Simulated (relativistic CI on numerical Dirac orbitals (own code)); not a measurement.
Energy levels of Ga7+

These numbers are calculated, not measured: Dirac-Coulomb-Breit CI, orbitals from a KLI potential per configuration, QED by a radiative potential, unscaled Slater integrals (own radial code, finite nucleus).

Configuration list (outside the closed core [Ne]): 3s²3p⁶3d⁶, 3s²3p⁵3d⁷, 3s²3p⁶3d⁵4s, 3s²3p⁴3d⁸, 3s²3p⁶3d⁵4p, 3s3p⁶3d⁷, 3s²3p⁶3d⁴4s², 3s²3p⁶3d⁵4d, 3s²3p⁶3d⁴4s4p, 3s²3p⁶3d⁴4p², 3s²3p⁶3d⁵5s, 3s²3p⁶3d⁵4f, 3p⁶3d⁸, 3s²3p⁶3d⁴4s4d, 3s²3p⁶3d⁵5p, 3s²3p⁶3d⁵5d, 3s²3p⁶3d⁴4p4d, 3s²3p⁶3d⁵6s, 3s²3p⁶3d⁵5f, 3s²3p⁶3d⁵5g, 3s²3p⁶3d⁵6p, 3s²3p⁵3d⁶4s, 3s²3p⁶3d⁵6d, 3s²3p⁶3d⁴4d², 3s²3p⁵3d⁵4s², 3s3p⁵3d⁸, 3s²3p⁴3d⁷4s, 3s3p⁶3d⁵4s², 3s3p⁶3d⁶4s, 3s²3p⁵3d⁶5s, 3s3p⁶3d⁶4p, 3s3p⁶3d⁶5s. Levels of other configurations are missing.

The lowest level is 3s²3p⁶3d⁶ ⁵D4, with 99 % of that term; Hund's rules for 3s²3p⁶3d⁶ give ⁵D with J = 4, in agreement.

```csv
No.,Configuration,Term,J,E (cm⁻¹),%,Next component (%)
1,3s²3p⁶3d⁶,⁵D,4,0,99,1 ³F
2,3s²3p⁶3d⁶,⁵D,3,1986,99,
3,3s²3p⁶3d⁶,⁵D,2,3233,99,1 ³P
4,3s²3p⁶3d⁶,⁵D,1,4027,99,1 ³P
5,3s²3p⁶3d⁶,⁵D,0,4409,98,1 ³P
6,3s²3p⁶3d⁶,³P,2,34802,98,1 ⁵D
7,3s²3p⁶3d⁶,³F,4,40391,70,16 ³H
8,3s²3p⁶3d⁶,³P,1,40452,98,1 ⁵D
9,3s²3p⁶3d⁶,³H,6,40947,99,1 ¹I
10,3s²3p⁶3d⁶,³H,5,41753,91,8 ³G
11,3s²3p⁶3d⁶,³P,0,42086,93,5 ¹S
12,3s²3p⁶3d⁶,³F,3,42247,94,5 ³G
13,3s²3p⁶3d⁶,³F,2,42945,98,1 ¹D
14,3s²3p⁶3d⁶,³H,4,42983,77,21 ³F
15,3s²3p⁶3d⁶,³G,5,49377,91,8 ³H
16,3s²3p⁶3d⁶,³G,4,51025,90,5 ³F
17,3s²3p⁶3d⁶,³G,3,51652,94,5 ³F
18,3s²3p⁶3d⁶,³D,2,59808,93,6 ¹D
19,3s²3p⁶3d⁶,³D,1,60214,99,1 ³P
20,3s²3p⁶3d⁶,³D,3,60635,98,
21,3s²3p⁶3d⁶,¹G,4,60781,94,3 ³H
22,3s²3p⁶3d⁶,¹I,6,62599,99,1 ³H
23,3s²3p⁶3d⁶,¹S,0,65662,94,5 ³P
24,3s²3p⁶3d⁶,¹D,2,69409,92,6 ³D
25,3s²3p⁶3d⁶,¹F,3,83796,95,3 ³F
26,3s²3p⁶3d⁶,³P,0,94175,98,1 ¹S
27,3s²3p⁶3d⁶,³P,1,95934,99,1 3s²3p⁴3d⁸ ³P
28,3s²3p⁶3d⁶,³F,2,98522,99,1 3s²3p⁴3d⁸ ³F
29,3s²3p⁶3d⁶,³F,4,98702,98,1 ¹G
30,3s²3p⁶3d⁶,³F,3,99223,96,3 ¹F
31,3s²3p⁶3d⁶,³P,2,99480,98,1 3s²3p⁴3d⁸ ³P
32,3s²3p⁶3d⁶,¹G,4,112578,98,1 ³F
33,3s²3p⁶3d⁶,¹D,2,149799,99,1 3s²3p⁴3d⁸ ¹D
34,3s²3p⁶3d⁶,¹S,0,189619,99,1 3s²3p⁴3d⁸ ¹S
35,3d⁵(6S)4s,⁷S,3,449200,99,
36,3d⁵(6S)4s,⁵S,2,467270,99,
37,3d⁵(4G)4s,⁵G,6,511638,99,1 ³H
38,3d⁵(4G)4s,⁵G,2,511676,98,2 ³F
39,3d⁵(4G)4s,⁵G,3,511772,98,1 ³F
40,3d⁵(4G)4s,⁵G,5,511826,99,
41,3d⁵(4G)4s,⁵G,4,511847,99,
42,3d⁵(4P)4s,⁵P,3,513584,87,9 ⁵D
43,3d⁵(4P)4s,⁵P,2,514013,89,9 ⁵D
44,3d⁵(4P)4s,⁵P,1,514470,94,4 ⁵D
45,3d⁵(4D)4s,⁵D,4,522001,96,2 ³G
46,3d⁵(4D)4s,⁵D,0,522129,91,8 ³P
47,3d⁵(4D)4s,⁵D,1,522396,86,8 ³P
48,3d⁵(4D)4s,⁵D,2,522757,82,8 ⁵P
49,3d⁵(4D)4s,⁵D,3,522891,88,9 ⁵P
50,3d⁵(4G)4s,³G,3,523645,96,1 ¹F
51,3d⁵(4G)4s,³G,5,523697,99,
52,3d⁵(4G)4s,³G,4,523869,97,2 ⁵D
53,3d⁵(4P)4s,³P,2,525768,78,10 ³D
54,3d⁵(4P)4s,³P,1,526699,84,9 ⁵D
55,3d⁵(4P)4s,³P,0,527303,90,8 ⁵D
56,3d⁵(4D)4s,³D,3,534098,96,1 ³F
57,3d⁵(4D)4s,³D,1,534941,92,6 ³P
58,3d⁵(4D)4s,³D,2,535017,88,9 ³P
59,3d⁵(2D)4s,³D,3,541971,67,23 ³F
60,3d⁵(2D)4s,³D,2,542351,61,26 ³F
61,3d⁵(2I)4s,³I,5,542875,96,2 ³H
62,3d⁵(2I)4s,³I,6,542953,97,3 ³H
63,3d⁵(2I)4s,³I,7,543218,100,
64,3d⁵(2D)4s,³D,1,543333,77,21 ⁵F
65,3d⁵(2F)4s,³F,2,546255,35,27 ⁵F
66,3d⁵(2F)4s,³F,4,546466,56,41 ⁵F
67,3d⁵(4F)4s,⁵F,5,547027,95,4 ³G
68,3d⁵(4F)4s,⁵F,3,547135,75,21 ³F
69,3d⁵(4F)4s,⁵F,4,547995,54,42 ³F
70,3d⁵(4F)4s,⁵F,2,548671,63,19 ³D
```

Energies count from the lowest computed level. Percentages are summed over parent terms; the parents shown are those of the largest component, closed shells are left out there.

The mean weight of the leading LS term, summed over parents, in these 70 levels is 90 %, and that of the leading jj configuration (from the same eigenvectors) 53 %, so LS coupling describes them better.

At this charge configurations can still be misplaced by up to about 7 % of their energy. Terms inside the open d or f shell come out 10 to 20 % too wide with unscaled integrals.

Landé's interval rule says that E(J) − E(J−1) = AJ with one A. For the ground term the intervals give A = -382.6, -396.8, -415.8, -496.5 cm⁻¹ for J = 1, 2, 3, 4; the multiplet is inverted.
